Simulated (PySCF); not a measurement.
Si(CCH)(Cl)2(OMe) (C3H4Cl2OSi), SMILES C#C[Si](Cl)(Cl)OC. Atoms are numbered in the order given.

```xyz
11

C      2.4412    -1.7011     0.4451
C      1.4836    -0.9663     0.2936
Si     0.0265     0.1002     0.0829
Cl     0.3561     1.9262     0.9468
Cl    -0.3189     0.3325    -1.9394
O     -1.2961    -0.5407     0.8062
C     -1.8860    -1.7915     0.4975
H      3.2916    -2.3455     0.5785
H     -2.2154    -1.8269    -0.5551
H     -2.7624    -1.9253     1.1476
H     -1.1816    -2.6224     0.6764
```
Charge 0, spin multiplicity 1.

Geometry optimised at B3LYP-D3(BJ)/def2-SVP. Other conformers were not sampled.

Computed with TDDFT-PBE/def2-SVPD (PySCF).

Vertical excitations. The molecule is in vacuum.

Computed UV-visible absorptions:
| state | energy (eV) | λ (nm) | f | main pairs |
|---|---|---|---|---|
| S1 | 5.56 | 223 | 0.000 | HOMO→LUMO 93 % |
| S2 | 5.76 | 215 | 0.013 | HOMO→LUMO+1 80 % |
| S3 | 5.86 | 212 | 0.001 | HOMO−1→LUMO 48 %, HOMO−1→LUMO+1 33 %, HOMO−2→LUMO 17 % |
| S4 | 6.01 | 206 | 0.005 | HOMO−1→LUMO+1 44 %, HOMO−2→LUMO 42 %, HOMO−2→LUMO+1 8 % |
| S5 | 6.06 | 204 | 0.005 | HOMO−2→LUMO+1 71 %, HOMO−2→LUMO 17 % |
| S6 | 6.23 | 199 | 0.008 | HOMO−3→LUMO 91 % |
| S7 | 6.29 | 197 | 0.014 | HOMO−3→LUMO+1 76 % |
| S8 | 6.42 | 193 | 0.009 | HOMO−4→LUMO 75 %, HOMO−3→LUMO+1 13 % |
| S9 | 6.49 | 191 | 0.009 | HOMO−4→LUMO+1 88 % |
| S10 | 6.66 | 186 | 0.028 | HOMO−5→LUMO 56 %, HOMO→LUMO+2 23 % |
| T1 | 4.79 | 259 | 0 | HOMO−1→LUMO 30 %, HOMO→LUMO+1 19 %, HOMO−1→LUMO+1 14 %, HOMO−2→LUMO 11 % |
| T2 | 5.17 | 240 | 0 | HOMO→LUMO 40 %, HOMO−1→LUMO+1 27 %, HOMO−2→LUMO 11 %, HOMO−1→LUMO 9 % |
| T3 | 5.18 | 239 | 0 | HOMO−1→LUMO 35 %, HOMO→LUMO+1 31 %, HOMO−2→LUMO+1 10 %, HOMO−1→LUMO+1 7 % |
| T4 | 5.61 | 221 | 0 | HOMO→LUMO 50 %, HOMO−1→LUMO+1 22 %, HOMO−2→LUMO 17 % |
Triplets are in the Tamm–Dancoff approximation, which puts them higher than full response would, so one can lie above its singlet here.
